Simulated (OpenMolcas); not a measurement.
## Sm2+: effect of correlating more closed shells

* Program: OpenMolcas
* Basis: ANO-RCC-VTZP [8s7p5d3f2g1h]
* Scalar Hamiltonian: DKH2, point nucleus
* Active space: 6 electrons in 7 orbitals (4f)
* State averaging: 2S+1 = 7 even, 7 roots; 2S+1 = 5 even, 140 roots (105 in the spin-orbit step); 2S+1 = 3 even, 259 roots kept (CI in the orbitals of an earlier block, 141 in the spin-orbit step); 2S+1 = 1 even, 197 roots kept (CI in the orbitals of an earlier block, 47 in the spin-orbit step)
* Spin-orbit coupling: state interaction with AMFI integrals over the reference wave functions, term energies averaged over their components

Methods on the same reference wave functions:
A. CASSCF
B. MS-CASPT2, IPEA 0.25 Eh, imaginary shift 0.1 Eh (closed shells correlated: 5s 5p)
C. MS-CASPT2, IPEA 0.25 Eh, imaginary shift 0.1 Eh (closed shells correlated: 4d 5s 5p)

Energies in cm⁻¹ above 4f⁶ ⁷F₀, the measured ground level; measured values from Martin, Zalubas and Hagan, Atomic Energy Levels: The Rare-Earth Elements, NSRDS-NBS 60 (1978).

```
            Level      A      B      C  Measured
          4f⁶ ⁷F₀    0.0    0.0    0.0       0.0
          4f⁶ ⁷F₁    287    349    358       293
          4f⁶ ⁷F₂    814    956    977       814
          4f⁶ ⁷F₃   1523   1727   1756      1493
          4f⁶ ⁷F₄   2362   2600   2630      2278
          4f⁶ ⁷F₅   3291   3520   3540      3132
          4f⁶ ⁷F₆   4280   4460   4480      4027
       4f⁶ ⁵D₀(1)  18827  13510  13000          
       4f⁶ ⁵D₁(1)  20108  14820  14290          
       4f⁶ ⁵D₂(1)  22140  16820  16290          
       4f⁶ ⁵D₃(1)  24648  19280  18720          
          4f⁶ ⁵L₆  25736  23300  21800          
          4f⁶ ⁵L₇  26535  24140  22620          
          4f⁶ ⁵L₈  27320  24950  23440          
       4f⁶ ⁵D₄(1)  27539  22130  21560          
       4f⁶ ⁵G₂(1)  27713  22870  21960          
       4f⁶ ⁵G₃(1)  27853  23080  22140          
          4f⁶ ⁵L₉  27999  25660  24140          
       4f⁶ ⁵G₄(1)  28027  23300  22350          
       4f⁶ ⁵G₅(1)  28098  23440  22480          
4f⁶ ⁵G₆(1) [74 %]  28170  23560  22600          
         4f⁶ ⁵L₁₀  28508  26190  24670          
       4f⁶ ⁵H₃(1)  32406  28150  26870          
       4f⁶ ⁵H₇(1)  32619  28400  27050
```

Deviations, from unrounded energies. A percentage is the sum of absolute deviations over the sum of measured energies, with the sign that they share, or ± where signs differ.

```json
{"Against measurement": "mean absolute deviation (cm-1)", "Levels": "6", "A": "89", "B": "260", "C": "280"}
{"Against measurement": "fine structure of the ground term (%)", "Levels": "6", "A": "±4.4", "B": "+13.1", "C": "+14.2"}
```

A lies closest to measurement on these levels and C furthest from it. The largest miss of A in the table is 4f⁶ ⁷F₆, by +250 cm-1. The ranking rests on the paired levels alone, and a cruder setting can come out closer through cancelling errors.

Between B and C the level of the table that moves most is 4f⁶ ⁵L₁₀, by 1500 cm-1 (lowest in C, highest in B). Moves below CASPT2's spread within the term are not significant.

The mean deviations of B to C differ by less than CASPT2's widest spread within a term (220 cm-1), so their order carries little weight.

From A to B the spin-free energies of the other terms of 4f⁶ shown, above ⁷F, scale by factors of 0.73 to 0.89, as is usual when dynamic correlation screens the repulsion within a d or f shell.

The lowest spin-free term lies below A's lowest term by 0.495 hartree in B, 0.944 hartree in C.

What an inner shell adds also hangs on whether the basis holds functions to correlate it.

CASPT2 does not keep the components of a term degenerate, so their means are used; among the terms shown or strongly mixed into the levels shown the widest spread is 350 cm-1 (4f⁶ ⁵I, C). High states are left out of the spin-orbit mixing, which shifts the levels that they would mix with. Without dynamic correlation excited terms often stand tens of per cent too high (terms of higher spin than the ground term too low), and those without a measured partner can miss by more than the paired ones (holds for A). Blocks of more than 70 roots (2S+1 = 5 even, 3 even) ran without multistate coupling (holds for B; C). Computed and measured levels are paired by configuration, term and J; levels that our copy of the source lacks, or whose pairing is in doubt (as where it misses far off the trend of its configuration), stay unpaired and out of the deviations. Only configurations of the active space appear. The table leaves out levels that lie high or whose names do not pair safely across all columns.

A share in square brackets marks a mixed level and gives the weight of the term that names it, the lowest over the columns. A number in round brackets counts repeated terms of one configuration in the order of the reference energies.
